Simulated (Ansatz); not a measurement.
A nudged elastic band was laid between two geometries of BGaH4O (7 atoms, charge 0, multiplicity 1).

These are results of RKS B3LYP/def2-SVP (Ansatz 0.2.0), not measurements.

```json
{
  "movable images": "5",
  "climbing image": "yes",
  "spring": "5.0 eV/Å²",
  "optimiser": "quadratic models (default)",
  "start path": "through a guess of the saddle point",
  "force threshold": "0.05 eV/Å",
  "iteration limit": "60",
  "end points": "relaxed"
}
```

First end point:

```xyz
7
Properties=species:S:1:pos:R:3
O -1.539 -0.572 -0.503
B -0.299 -0.062 -0.689
Ga 0.922 0.285 0.997
H -2.035 -0.701 -1.324
H 0.078 0.183 -1.823
H 0.926 1.658 1.790
H 1.947 -0.791 1.552
```

Last end point:

```xyz
7
Properties=species:S:1:pos:R:3
O -1.951 -0.621 -0.629
B -0.711 -0.572 -0.225
Ga 0.582 -0.119 1.433
H -2.120 -0.935 -1.531
H 1.153 1.283 -0.361
H 1.029 1.731 0.264
H 2.018 -0.766 1.049
```

Question: Which bonds break or form, and what moves?

Answer: Bonds broken: B2–H5, Ga3–H6. Bonds formed: H5–H6. BGaH4O becomes BGaH2O + H2.

Question: Give the energies along the band, and the barrier.

Answer: The forces met the threshold. The highest image is number 5 of 0 to 6, 2.40 eV above the first end and 0.25 eV above the last; the last end lies 2.15 eV above the first. A vibrational analysis at the climbing image gives one clearly imaginary mode, 1174i cm⁻¹: a first-order saddle point. The orbitals stay closed-shell, which can raise the energy where a bond breaks towards radicals; this wasn't checked here.

```tsv
image	path coordinate (Å)	energy (eV)	B2–H5 (Å)	Ga3–H6 (Å)	H5–H6 (Å)
0	0.00	0.00	1.22	1.59	3.99
1	0.54	0.08	1.22	1.59	3.51
2	1.07	0.32	1.23	1.59	2.97
3	1.61	0.69	1.26	1.59	2.36
4	2.14	1.49	1.32	1.64	1.68
5	2.68	2.40	1.66	1.80	1.02
6	3.76	2.15	2.63	2.23	0.78
```

Question: What is the geometry of the highest image?

Answer: 
```xyz
7
Properties=species:S:1:pos:R:3
O -1.770 -0.591 -0.680
B -0.588 -0.421 -0.136
Ga 0.737 -0.008 1.391
H -1.832 -0.531 -1.645
H 0.529 0.776 -0.389
H 0.759 1.455 0.335
H 2.165 -0.680 1.123
```

Question: What are the harmonic wavenumbers there?

Answer: 1174i, 172, 278, 374, 447, 476, 641, 681, 869, 1056, 1412, 1456, 1628, 1822, 3804 cm⁻¹.

Time of the run: 7.5 min on 1 thread of Arm Neoverse V1 (shared host), peak memory 0.15 GiB.
